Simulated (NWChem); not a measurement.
Molecule: CH3BCl2; SMILES CB(Cl)Cl

```xyz
7

B     -0.3288     0.0001    -0.0194
Cl     0.5819     1.5014     0.0000
Cl     0.5823    -1.5011     0.0000
C     -1.8859    -0.0004    -0.0041
H     -2.3123    -0.9003    -0.4692
H     -2.3132     0.9024    -0.4626
H     -2.2063    -0.0048     1.0544
```
Atoms are numbered in this order, from 1.

Coordinates come from a PBE0/def2-SVP optimisation.

Question: List the 4 lowest vertical singlet excitations from PBE0/def2-SVPD, TDA (NWChem).

Answer: 
```tsv
state	energy (eV)	oscillator strength	leading excitation (squared amplitude)
S1	6.00	0.000	HOMO → LUMO (1.00)
S2	6.15	0.001	HOMO−1 → LUMO (0.99)
S3	7.20	0.164	HOMO−2 → LUMO (0.93)
S4	8.02	0.088	HOMO−3 → LUMO (0.88)
```
